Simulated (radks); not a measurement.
Spherical jellium clusters: N electrons in a uniform positive sphere of charge N and radius rs N^(1/3), rs = 4.42 bohr. Method: non-relativistic Kohn-Sham, LDA (Slater exchange, Perdew-Wang correlation), spin-polarised, spherical densities; computed with a radial shooting solver with Libxc functionals. Levels are named by radial order and angular momentum (1s, 1p, 1d, 2s, ...), and open shells are averaged over m.

N = 5, configuration 1s2 1p(up 3, down 0). This is the lowest configuration that the search found. Occupied and some empty levels:

level    occupation  eigenvalue (eV)  <r> (bohr)
1s up             1          -4.0920       5.214
1s down           1          -3.4472       5.230
1p up             3          -2.7966       6.434
1p down           0          -2.1662       6.696
1d up             0          -1.3080       7.784
2s up             0          -1.0041       8.461
1d down           0         -0.80544       8.434
2s down           0         -0.71727       9.292

Energy (eV): total -8.32108, kinetic 7.6480, external -105.03, Hartree 51.357, exchange-correlation -16.297, background 54.004.
